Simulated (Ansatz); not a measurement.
Consider the ligand exchange at the Hf–Cl bond: `[OH][Hf]([OH])([SH])[Cl]` + H₂S → `[OH][Hf]([OH])([SH])[SH]` + HCl.

Computed with Ansatz on PBE0-D4/def2-TZVP structures; ΔE is electronic, products minus reactants. CCSD(T)/CBS is the MP2 limit (def2-TZVPP, def2-QZVPP) plus CCSD(T) − MP2 in def2-TZVPP, frozen cores. This one scheme is used for every species. DFT in def2-TZVPP. def2 core potentials past Kr. For Hf outer-core shells are correlated without core-valence functions, which leaves a few kJ/mol of doubt a bond. Each species was taken in one conformer, which may not be the lowest.

`[OH][Hf]([OH])([SH])[Cl]`:

Cartesian coordinates in Å:
```
O -1.253 0.989 0.633
Hf 0.301 0.140 -0.062
O 1.314 -0.807 1.235
S -0.414 -1.551 -1.690
Cl 1.647 1.785 -1.094
H -1.961 1.357 1.152
H 1.734 -1.178 2.004
H -1.367 -0.735 -2.178
```

H₂S:

Cartesian coordinates in Å:
```
S 0.350 -0.496 -0.124
H 0.213 0.300 0.946
H -0.564 0.195 -0.822
```

`[OH][Hf]([OH])([SH])[SH]`:

Z-matrix (Å, degrees):
```
Hf
O 1 1.904
S 1 2.459 2 111.4
O 1 1.904 2 116.1 3 -118.8
S 1 2.459 2 104.0 3 118.5
H 2 0.952 1 167.8 3 87.3
H 3 1.347 1 91.9 2 53.5
H 4 0.952 1 167.8 2 -31.3
H 5 1.347 1 91.9 2 179.3
```

HCl:

```xyz
2

Cl   -0.367   -0.454   -0.260
H     0.367    0.454    0.260
```

```
   level  ΔE (eV)
BHLYP-D4     0.77
   BHLYP     0.79
```

(1) What does CCSD(T)/CBS give? (Estimate.)

Largest T1 diagnostic among the species: 0.016.

Answers

(1) The calculation gave: +0.70 eV. The listed levels differ from it by 0.07, 0.09 eV.

At CCSD(T), def2-SVP lies +0.06 eV from the extrapolated value and def2-TZVPP −0.01 eV. In def2-TZVPP, CCSD(T) changes the Hartree–Fock value by −0.16 eV (the triples alone add −0.03 eV) and MP2 by −0.17 eV.
